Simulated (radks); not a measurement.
Charge is removed step by step from the 5d down level of Au+, starting from [Xe] 4f14 5d(up 5, down 5). Code: a radial shooting solver on a logarithmic mesh with Libxc functionals. Model: scalar-relativistic Kohn-Sham, PBE, spin-polarised, spherical densities, point nucleus. At the starting occupation the eigenvalue is -15.328 eV. Estimate the energy to remove one whole electron from this level, the eigenvalue at the end, and how far E(n) bends from a straight line.

Answer. Delta-SCF 21.040 eV; final eigenvalue -26.984 eV; the deviation from the straight line is -1.457 eV at 0.5 electron removed, the largest on the grid computed. Slater's transition state (half an electron removed) gives 20.987 eV. Integrating minus the eigenvalue over the occupation (Janak's theorem) gives 21.043 eV. In this scalar-relativistic scheme the density is built from large components alone, so the theorem holds only approximately. The mean slope of the eigenvalue, de/dn, is 11.7 eV per electron. Ionisation energy of Au+ in the NIST Atomic Spectra Database: 20.20 eV (measured).
